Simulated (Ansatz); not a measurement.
Consider the formal exchange of groups at the Si–C bond: `N=C([SiH3])[SeH]` + `COB(O)O` → `OB(O)OC[SiH3]` + `N=C[SeH]`.

Calculated with Ansatz (gas phase, PBE0-D4/def2-TZVP geometries, no zero-point term in ΔE). CCSD(T)/CBS is the MP2 limit (def2-TZVPP, def2-QZVPP) plus CCSD(T) − MP2 in def2-TZVPP, frozen cores. Functionals use def2-TZVPP. For Se outer-core shells are correlated without core-valence functions, which leaves a few kJ/mol of doubt a bond. Scalar relativity is left out up to krypton. One conformer a species, not always the lowest.

`N=C([SiH3])[SeH]`:

```xyz
9

N    -1.638   -1.090    0.062
C    -0.726   -0.300   -0.320
Si    0.824    0.190    0.649
Se   -0.950    0.472   -2.065
H    -1.448   -1.458    0.994
H     0.772   -0.522    1.952
H     0.838    1.660    0.857
H     2.035   -0.206   -0.114
H     0.294    1.253   -2.015
```

`COB(O)O`:

Cartesian coordinates in Å:
```
C -1.009 -0.383 -1.100
O 0.337 -0.285 -0.681
B 0.635 0.189 0.560
O 1.943 0.279 0.953
O -0.358 0.574 1.414
H -1.578 -1.053 -0.449
H -1.496 0.596 -1.100
H -1.010 -0.783 -2.114
H 2.544 -0.020 0.267
H -0.009 0.886 2.251
```

`OB(O)OC[SiH3]`:

```xyz
13

O     1.075   -2.163    0.409
B    -0.122   -1.587    0.750
O    -1.014   -2.294    1.495
O    -0.498   -0.323    0.388
C     0.353    0.497   -0.389
Si   -0.504    2.157   -0.688
H     1.648   -1.602   -0.115
H    -0.682   -3.168    1.710
H     0.580    0.032   -1.359
H     1.311    0.676    0.121
H     0.404    3.004   -1.508
H    -1.777    1.943   -1.421
H    -0.773    2.827    0.608
```

`N=C[SeH]`:

Z-matrix (Å, degrees):
```
C
Se 1 1.903
N 1 1.257 2 119.6
H 1 1.094 2 114.0 3 180.0
H 2 1.468 1 94.0 3 -180.0
H 3 1.018 1 111.3 2 -180.0
```

| level | ΔE (kJ/mol) |
| --- | --- |
| PBE | 26.2 |
| MP2/CBS(def2) | 33.1 |

**Question.** What does CCSD(T)/CBS give? (Best estimate.)

**Answer.** Computed: +30.4 kJ/mol. The listed levels differ from it by -4.2, 2.7 kJ/mol.

Largest T1 diagnostic among the species: 0.012.

In def2-TZVPP, CCSD(T) changes the Hartree–Fock value by +3.9 kJ/mol (the triples alone add +1.7 kJ/mol) and MP2 by +6.5 kJ/mol. The D4 term adds +3.8 kJ/mol with B3LYP and +1.8 kJ/mol with PBE0; it sums over pairs of atoms, weighted by their polarisabilities, and B3LYP, whose exchange is more repulsive, gets the larger term.

B3LYP here is the variant with VWN-RPA as its local correlation; programs differ in this.
